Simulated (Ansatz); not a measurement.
Stretching the Ga1–F2 bond in GaF (multiplicity 1 held). Energies count from the point at 1.800 Å.


Unrestricted levels (U-) break spin symmetry where that is lower. Active spaces are followed from rest. Levels need not reach the same state.

Correlated levels freeze the cores. Filled d and f shells under p-block atoms count as core.

Codes used: Ansatz (Gaussian orbitals). 

Problem. Give the energy at R = 7.202 Å at the level U-HF/cc-pVDZ.

Solution. 4.00 eV

Problem. What is the computed energy at R = 7.202 Å (FIC-MRCISD+Q on CASSCF(10,8)/cc-pVDZ)?

Solution. 5.48 eV

Problem. Estimate the energy at R = 7.202 Å that SC-NEVPT2 on CASSCF(10,8)/cc-pVDZ returns for this input.

Solution. 5.51 eV

Doubts at one or more of the structures used: a spin-contaminated determinant (U-HF/cc-pVDZ).

Ansatz is a first-principles code.
